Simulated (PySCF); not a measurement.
Gas-phase reaction: H2Se + 6 O ⇌ SeO2 + 2 HO2

Method: PySCF energies (xtb for GFN2) plus ideal-gas RRHO corrections (1 bar). † marks an energy on the PBE0/def2-TZVP geometry and frequencies; other levels use their own. MP2 and CCSD(T) freeze the core. 6-31G* has spherical d functions here. Open shells (unrestricted): O (multiplicity 3, electronic degeneracy 9), HO2 (multiplicity 2); the rest are closed-shell singlets. GFN2 has no spin-polarisation term. Spin-orbit splitting is ignored; it lowers the true energy and changes the entropy of O. B3LYP is the form with VWN-RPA correlation. Se: all electrons, no relativistic terms. MP2 isn't extrapolated to the basis-set limit; its ΔH°(298 K) is -1445.6 kJ in def2-SVP and -1645.4 kJ in def2-TZVPP. CCSD(T) isn't extrapolated to the basis-set limit; its ΔH°(298 K) is -1312.2 kJ in def2-SVP and -1491.8 kJ in def2-TZVPP. The harmonic model lacks anharmonicity and excited electronic states, which grow with temperature; levels with a mode under 35 cm⁻¹ are left out. Warning, large T1 diagnostic: SeO2 (CCSD(T)/def2-TZVPP†).

| level | ΔE electronic, kJ | ΔH°(298 K), kJ | ΔS°(298 K), J/K | ΔG°(600 K), kJ |
|---|---|---|---|---|
| B3LYP/6-31G* | -1567 | -1532 | -469 | -1246 |
| CCSD(T)/def2-TZVPP† | -1530 | -1492 | -470 | -1205 |
| GFN2-xTB | -3621 | -3586 | -470 | -3299 |
| MP2/def2-SVP† | -1484 | -1446 | -470 | -1158 |
| MP2/def2-TZVPP† | -1683 | -1645 | -470 | -1358 |
| PBE/def2-TZVP† | -1908 | -1870 | -470 | -1583 |
| PBE0/def2-TZVP | -1624 | -1586 | -470 | -1299 |
ΔH° is lowest at GFN2-xTB and highest at MP2/def2-SVP†. No reference value is set beside these.
